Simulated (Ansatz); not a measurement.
Input file for Ansatz (a quantum-chemistry and plane-wave program): R-CCSD(T)/aug-cc-pVDZ on GeH4 (SMILES [GeH4]). The run froze 14 orbitals, filled d shells among them.

Ansatz 0.2 input:
```yaml
crystal:
  periodic: [false, false, false]
  atoms:
    - {symbol: Ge, position_ang: [0.11914678, 0.00495086, 4.72598654]}
    - {symbol: H, position_ang: [-0.53212936, 1.23971003, 4.08740827]}
    - {symbol: H, position_ang: [-0.79598692, -0.57265271, 5.81214177]}
    - {symbol: H, position_ang: [1.48405198, 0.37636238, 5.31791873]}
    - {symbol: H, position_ang: [0.32570026, -1.06181283, 3.63213835]}
basis:
  gaussian:
    orbitals: aug-cc-pVDZ
magnetization: {spin_polarized: false}
correlation: {method: ccsd_t, electrons: outside_noble_gas}
scf: {lower_state_search: off}
```

Program output:

```
Functional definition: HF
[...]
these checks for a lower state are left out or cut short: stability, starts, cluster_reference, orbital_swaps, neighbouring_geometries, increment
integrals: 0.05 GiB planned
742 factors; integrals over basis functions are off by at most 5.6e-4 eV
mean field: 0.15 GiB planned
mean field evaluation 1: about -56535.0393 eV, gradient 9.0e0 eV
mean field evaluation 2: about -56535.0562 eV, gradient 9.0e0 eV
mean field evaluation 4: about -56535.5681 eV, gradient 2.8e-1 eV
mean field evaluation 8: about -56535.5693 eV, gradient 5.7e-4 eV
mean field -56535.56927898 eV, -2077.6438498171 hartree, gradient 3.0e-6 eV, S^2 0.000000; 0 other end points of the search recorded, 0 dependent functions left out
14 core orbitals not correlated
reference -56535.56927898 eV, -2077.6438498171 hartree; 4, 4 occupied and 54, 54 virtual orbitals, 742 factors
second order -3.20536219 eV of doubles, -0.00000000 eV of singles
coupled cluster: 0.13 GiB planned
cycle   1  -3.81928565 eV  change   -6.1e-1 eV  update   5.6e-2
cycle   2  -4.03701970 eV  change   -2.2e-1 eV  update   1.9e-2
cycle   3  -4.04184480 eV  change   -4.8e-3 eV  update   4.0e-3
cycle   4  -4.04099629 eV  change    8.5e-4 eV  update   1.3e-3
cycle   5  -4.04078962 eV  change    2.1e-4 eV  update   3.7e-4
cycle   6  -4.04073891 eV  change    5.1e-5 eV  update   7.6e-5
cycle   7  -4.04074530 eV  change   -6.4e-6 eV  update   2.0e-5
cycle   8  -4.04074929 eV  change   -4.0e-6 eV  update   4.8e-6
perturbative correction -0.07622411 eV, -0.0028011842 hartree
Total energy: -56539.68625237 eV, -2077.7951457986 hartree
Checks for a lower state left out: stability, starts, cluster_reference, orbital_swaps, neighbouring_geometries, increment
```

Self-consistency was reached.

Cost: about 2.1 core-seconds (a rough figure).
